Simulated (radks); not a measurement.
Coulomb parameter of the 4f shell of the erbium ion Er2+ in the model configuration [Xe] 4f10 6p2, as a second difference U = [E(n + 0.5) + E(n - 0.5) - 2 E(n)] / (0.5)^2 with all orbitals relaxed. "Bare": the charge of the atom changes with n. "Screened": the 6p shell takes up the change at fixed total charge, which measures U(4f,4f) + U(6p,6p) - 2 U(4f,6p). All-electron calculation, scalar-relativistic Kohn-Sham, r2SCAN, spin-unpolarised, spherical densities, finite nucleus; meta-GGA in the generalised Kohn-Sham scheme; Fermi nuclear charge, rms radius 5.2516 fm. Program: a radial shooting solver on a logarithmic mesh with Libxc functionals.

case	configuration	E - E(n) (eV)
start	[Xe] 4f10 6p2	0.000
bare +0.5	[Xe] 4f10.5 6p2	-17.410
bare -0.5	[Xe] 4f9.5 6p2	22.378
screened +0.5	[Xe] 4f10.5 6p1.5	-11.294
screened -0.5	[Xe] 4f9.5 6p2.5	13.908

U(bare) = 19.874 eV, U(screened by 6p) = 10.454 eV, against the Slater integral F0(4f,4f) = 34.580 eV with frozen orbitals.
